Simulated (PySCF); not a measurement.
ClH9NOSi4 (doublet state).
Numbering: `[SiH2:1][N:2]([SiH3:3])[Si@H:4]([Cl:5])[O:6][SiH3:7]` (hydrogens: H8, H9 on Si1; H10, H11, H12 on Si3; H13 on Si4; H14, H15, H16 on Si7)

Structure used (GFN2-xTB), in Å, numbered top down from 1:
```
atom  x, y, z in Å
Si1   -1.666   -1.941    0.405
N2    -0.982   -0.412   -0.116
Si3   -1.813    1.005    0.481
Si4    0.482   -0.271   -1.007
Cl5    1.215   -2.116   -1.266
O6     1.571    0.600   -0.195
Si7    2.289    0.927    1.226
H8    -0.814   -2.572    1.414
H9    -1.946   -2.776   -0.761
H10   -1.136    2.200   -0.020
H11   -1.794    0.970    1.945
H12   -3.181    0.924   -0.030
H13    0.332    0.410   -2.277
H14    3.133   -0.216    1.578
H15    3.051    2.131    0.914
H16    1.250    1.147    2.233
```

The hyperfine couplings belong to this conformer and change with its torsions.

Computed with UKS B3LYP, pcH-1 on Cl H N O Si, non-relativistic, mean-field spin-orbit, GIAO in PySCF. Isolated species at its GFN2-xTB geometry (one conformer only). Couplings are sensitive to structure, and on GFN2-xTB geometries they can be far from those on DFT ones, by a factor of two or more for some ions and for spin on atoms past the first row. The SCF solution wasn't tested for stability.

Principal values of hyperfine tensors in MHz (contact, dipolar and spin–orbit terms together), for some of the nuclei:

```json
{"atom": "Si1", "isotope": "29Si", "A1": "-674.49", "A2": "-414.92", "A3": "-414.04"}
{"atom": "H8", "isotope": "1H", "A1": "65.00", "A2": "75.22", "A3": "82.47"}
{"atom": "H9", "isotope": "1H", "A1": "49.65", "A2": "59.47", "A3": "67.17"}
{"atom": "Si4", "isotope": "29Si", "A1": "-52.61", "A2": "-42.20", "A3": "-41.76"}
{"atom": "N2", "isotope": "14N", "A1": "9.43", "A2": "9.71", "A3": "15.15"}
{"atom": "H10", "isotope": "1H", "A1": "9.94", "A2": "10.16", "A3": "13.14"}
{"atom": "Cl5", "isotope": "35Cl", "A1": "4.55", "A2": "4.65", "A3": "9.64"}
{"atom": "H13", "isotope": "1H", "A1": "3.43", "A2": "3.63", "A3": "6.22"}
```

(1) Split each tensor into its isotropic and traceless parts, and turn a_iso into mT with g = 2.0027.

(2) What spin density at the nucleus of N2 lies behind its contact coupling (g_N = 0.40376)?

(3) Si3 (29Si, g_N = -1.11058) isn't in the table. Its spin density at the nucleus is 0.03521 bohr⁻³. What is its contact coupling?

(4) Name the largest traceless tensor T of the table and describe it.

(5) In a single crystal, with the field along each principal axis of the tensor of H9 in turn, what first-order splitting does this nucleus give (isotropic g, quadrupole terms neglected)?

Answers

(1) a_iso = (A1 + A2 + A3)/3, Ti = Ai − a_iso; 1 mT corresponds to 28.030 MHz. The tensors hold a spin–orbit part: the run splits a_iso into a_FC + a_SO, and T includes its anisotropic share.

```csv
atom,a_iso (MHz),a_FC,a_SO,a_iso (mT),T1,T2,T3
Si1,-501.15,-502.26,1.11,-17.879,-173.34,86.23,87.11
H8,74.23,74.22,0.01,2.648,-9.23,0.99,8.24
H9,58.76,58.75,0.01,2.097,-9.11,0.71,8.41
Si4,-45.52,-45.61,0.08,-1.624,-7.09,3.32,3.76
N2,11.43,11.42,0.01,0.408,-2.00,-1.72,3.72
H10,11.08,11.08,0.00,0.395,-1.14,-0.92,2.06
Cl5,6.28,6.30,-0.02,0.224,-1.73,-1.63,3.36
H13,4.43,4.43,0.00,0.158,-1.00,-0.80,1.79
```

(2) a_FC = 800.24 MHz bohr³ × g_N × ρ(0)/(2S). With a_FC = 11.42 MHz and 2S = 1, ρ(0) = 0.03533 bohr⁻³.

(3) By the same relation, a_FC = -31.3 MHz. Its full tensor has the principal values -32.20, -31.01, -30.67 MHz.

(4) Si1: -173.3, 86.2, 87.1 MHz (the dipolar term alone has -172.3, 85.8, 86.5), axial, in the ratio +1:+1:−2, the form that spin in one p orbital centred on that nucleus gives (the nuclear moment is negative).

(5) 2 lines (I = 1/2), spaced by |A_i|/(g × 13.996): 1.77, 2.12, 2.40 mT along the axes of A1, A2 and A3.

The run took 2.5 min wall (grids of density and orbitals included) on one thread, Arm Neoverse V2 (aarch64), shared host with 96 logical CPUs at a one-minute load of 76, and the process peaked at 1.2 GiB of memory.
